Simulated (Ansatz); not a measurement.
Ansatz (a quantum-chemistry and plane-wave program) input (wB97X-V/def2-TZVP):

Ansatz 0.2 input:
```yaml
crystal:
  periodic: [false, false, false]
  atoms:
    - {symbol: Cu, position_ang: [0.00000000, 0.00000000, 0.00000000]}
    - {symbol: F, position_ang: [-0.00000000, -0.00000000, -1.71081561]}
    - {symbol: F, position_ang: [0.00000000, 0.00000000, 1.71081561]}
basis:
  gaussian:
    orbitals: def2-TZVP
hamiltonian:
  xc: {name: wB97X-V}
total_charge: 1
magnetization: {spin_polarized: true, initial_magnetization: 2}
relax: {f_tol: 0.003, max_steps: 100}
```

Output:

```
Functional definition: wB97X-V
integrals: 0.05 GiB planned
843 factors; their error is unknown
integrals: 0.08 GiB planned
148 factors; integrals over basis functions are off by at most 6.6e-6 eV
mean field: 0.66 GiB planned
mean field evaluation 1: about -50050.6602 eV, gradient 6.3e1 eV
mean field evaluation 2: about -50037.7967 eV, gradient 1.2e2 eV
mean field evaluation 4: about -50057.6180 eV, gradient 6.6e0 eV
mean field evaluation 8: about -50057.7559 eV, gradient 2.0e-1 eV
mean field evaluation 16: about -50057.7874 eV, gradient 2.3e-3 eV
mean field evaluation 32: about -50057.7886 eV, gradient 5.4e-1 eV
mean field evaluation 64: about -50057.6523 eV, gradient 4.5e0 eV
mean field -50057.81823786 eV, -1839.5908898335 hartree, gradient 4.3e-6 eV, S^2 2.010347; 7 other end points of the search recorded, 0 dependent functions left out
the calculation of the forces begins
reference -50057.81823534 eV, -1839.5908897409 hartree; 24, 22 occupied and 83, 85 virtual orbitals, 843 factors
WARN: the results are in doubt because the forces break the atoms' symmetry
relax step   1: F+E_penalty+E_count = -50057.81823786 eV  Δ(F+E_penalty+E_count) = +0.000e0 eV  max|allowed force component| = 2.274e-1 eV/Å  Δτ_max = 0.0000 Å  (309 SCF iters, accepted)
these checks for a lower state are left out or cut short: starts, cluster_reference, orbital_swaps, neighbouring_geometries, increment
integrals: 0.05 GiB planned
843 factors; their error is unknown
integrals: 0.08 GiB planned
148 factors; integrals over basis functions are off by at most 6.6e-6 eV
mean field: 0.66 GiB planned
mean field -50057.81994490 eV, -1839.5909525660 hartree, gradient 5.8e-6 eV, S^2 2.010311; 0 other end points of the search recorded, 0 dependent functions left out
the calculation of the forces begins
reference -50057.81994238 eV, -1839.5909524734 hartree; 24, 22 occupied and 83, 85 virtual orbitals, 843 factors
relax step   2: F+E_penalty+E_count = -50057.81994490 eV  Δ(F+E_penalty+E_count) = -1.707e-3 eV  max|allowed force component| = 1.648e-1 eV/Å  Δτ_max = 0.0041 Å  (87 SCF iters, accepted)
these checks for a lower state are left out or cut short: starts, cluster_reference, orbital_swaps, neighbouring_geometries, increment
integrals: 0.05 GiB planned
843 factors; their error is unknown
integrals: 0.08 GiB planned
148 factors; integrals over basis functions are off by at most 6.5e-6 eV
mean field: 0.66 GiB planned
mean field evaluation 96: about -50057.7906 eV, gradient 2.3e-2 eV
mean field -50057.82196815 eV, -1839.5910269190 hartree, gradient 9.5e-6 eV, S^2 2.010229; 0 other end points of the search recorded, 0 dependent functions left out
the calculation of the forces begins
reference -50057.82196564 eV, -1839.5910268267 hartree; 24, 22 occupied and 83, 85 virtual orbitals, 843 factors
relax step   3: F+E_penalty+E_count = -50057.82196815 eV  Δ(F+E_penalty+E_count) = -2.023e-3 eV  max|allowed force component| = 1.818e-2 eV/Å  Δτ_max = 0.0116 Å  (87 SCF iters, accepted)
these checks for a lower state are left out or cut short: starts, cluster_reference, orbital_swaps, neighbouring_geometries, increment
integrals: 0.05 GiB planned
843 factors; their error is unknown
integrals: 0.08 GiB planned
148 factors; integrals over basis functions are off by at most 6.5e-6 eV
mean field: 0.66 GiB planned
mean field -50057.82202224 eV, -1839.5910289070 hartree, gradient 6.2e-6 eV, S^2 2.010248; 0 other end points of the search recorded, 0 dependent functions left out
the calculation of the forces begins
reference -50057.82201973 eV, -1839.5910288147 hartree; 24, 22 occupied and 83, 85 virtual orbitals, 843 factors
relax step   4: F+E_penalty+E_count = -50057.82202224 eV  Δ(F+E_penalty+E_count) = -5.410e-5 eV  max|allowed force component| = 1.590e-2 eV/Å  Δτ_max = 0.0019 Å  (78 SCF iters, accepted)
these checks for a lower state are left out or cut short: starts, cluster_reference, orbital_swaps, neighbouring_geometries, increment
integrals: 0.05 GiB planned
843 factors; their error is unknown
integrals: 0.08 GiB planned
148 factors; integrals over basis functions are off by at most 6.5e-6 eV
mean field: 0.66 GiB planned
mean field evaluation 128: about -50057.8222 eV, gradient 6.7e-6 eV
mean field -50057.82218119 eV, -1839.5910347484 hartree, gradient 6.3e-6 eV, S^2 2.010369; 0 other end points of the search recorded, 0 dependent functions left out
the calculation of the forces begins
reference -50057.82217868 eV, -1839.5910346559 hartree; 24, 22 occupied and 83, 85 virtual orbitals, 843 factors
relax step   5: F+E_penalty+E_count = -50057.82218119 eV  Δ(F+E_penalty+E_count) = -1.589e-4 eV  max|allowed force component| = 2.254e-3 eV/Å  Δτ_max = 0.0129 Å  (89 SCF iters, accepted)
integrals: 0.05 GiB planned
843 factors; their error is unknown
integrals: 0.08 GiB planned
148 factors; integrals over basis functions are off by at most 6.5e-6 eV
mean field: 0.66 GiB planned
mean field evaluation 160: about -50057.8217 eV, gradient 2.8e-1 eV
mean field -50057.82218119 eV, -1839.5910347484 hartree, gradient 6.3e-6 eV, S^2 2.010369; 4 other end points of the search recorded, 0 dependent functions left out
the calculation of the forces begins
reference -50057.82217868 eV, -1839.5910346559 hartree; 24, 22 occupied and 83, 85 virtual orbitals, 843 factors
Total energy: -50057.82217868 eV, -1839.5910346559 hartree
Atom 0 at    -0.000000    -0.028211    -0.000000 Å, force     0.000000     0.000400    -0.000000 eV/Å
Atom 1 at     0.000000     0.014105    -1.697804 Å, force    -0.000000    -0.000200     0.002254 eV/Å
Atom 2 at     0.000000     0.014105     1.697804 Å, force    -0.000000    -0.000200    -0.002254 eV/Å
Dipole moment:     0.000000    -0.054154    -0.000000 e Å
```

The spin state was set by rule; other spins were not relaxed.
